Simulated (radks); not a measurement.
Q: Ti+, configuration [Ar] 3d2 4s1 (the NIST ground configuration). Method: scalar-relativistic Kohn-Sham, revPBE, spin-polarised, spherical densities, finite nucleus; open shells are filled with parallel spins first; Fermi nuclear charge, rms radius 3.5921 fm; computed with a radial shooting solver on a logarithmic mesh with Libxc functionals. Some entries of the table are withheld. Estimate them.

| orbital | occ. | eigenvalue (eV) | <r^2> (bohr^2) |
|---|---|---|---|
| 1s up | 1 | -4876.549 | 0.006511 |
| 1s down | 1 | -4876.528 | 0.006511 |
| 2s up | 1 | -544.3223 | 0.1249 |
| 2s down | 1 | -543.7482 | 0.1246 |
| 2p up | 3 | -451.4307 | 0.1038 |
| 2p down | 3 | -450.9838 | 0.1035 |
| 3s up | 1 | (1) | 1.171 |
| 3s down | 1 | (2) | 1.168 |
| 3p up | 3 | -46.8452 | 1.391 |
| 3p down | 3 | -44.9145 | 1.386 |
| 3d up | 2 | -12.0518 | (3) |
| 4s up | 1 | (4) | 11.17 |
| 3d down | 0 | -10.0468 | (5) |

A: 
(1) 3s up eigenvalue (eV): -70.6448
(2) 3s down eigenvalue (eV): -68.7402
(3) 3d up <r^2> (bohr^2): 2.990
(4) 4s up eigenvalue (eV): -10.8883
(5) 3d down <r^2> (bohr^2): 2.986
